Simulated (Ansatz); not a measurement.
Abstraction of Cl: GeH(GeH3)Cl2 + GeH(CH3)2 → GeH(GeH3)Cl + GeH(CH3)2Cl

Gas-phase species: GeH(GeH3)Cl2, singlet; GeH(CH3)2, doublet; GeH(GeH3)Cl, doublet; GeH(CH3)2Cl, singlet. A radical takes Cl: the energy is the difference in strength between two Ge–Cl bonds in different surroundings.

Shapes, held fixed at every level: PBE0-D4/def2-TZVP. Programs: Ansatz 0.2.0. The zero-point and thermal change to 298 K, harmonic and unscaled (PBE0-D4/def2-TZVP), is +0.7 kJ/mol.

| level | kind | ΔH(298 K) (kJ/mol) | less CCSD(T)/def2-TZVPP |
| --- | --- | --- | --- |
| MP2/def2-SVP | perturbation theory | -27.4 | +5.7 |
| HF/def2-SVP | Hartree–Fock | -33.1 | 0.0 |
| SPW92/def2-TZVPP | LDA | -36.9 | -3.8 |
| PBE-D4/def2-TZVPP | GGA | -35.0 | -1.9 |
| r2SCAN-D4/def2-TZVPP | meta-GGA | -35.3 | -2.2 |
| CCSD(T)/def2-SVP | coupled cluster or CI | -29.5 | +3.6 |
| CCSD/def2-TZVPP | coupled cluster or CI | -33.6 | -0.5 |
| CCSD(T)/def2-TZVPP | coupled cluster or CI | -33.1 | 0.0 |

The highest level, CCSD(T)/def2-TZVPP, gives ΔH(298 K) = -33.1 kJ/mol; the levels span -36.9 to -27.4. The column of differences is taken from that level and isn't an error. No measured value is set beside it here. Open shells run unrestricted. Relativity is left out for Ge. Outer-core shells of Ge are correlated, in sets that cover them unevenly.
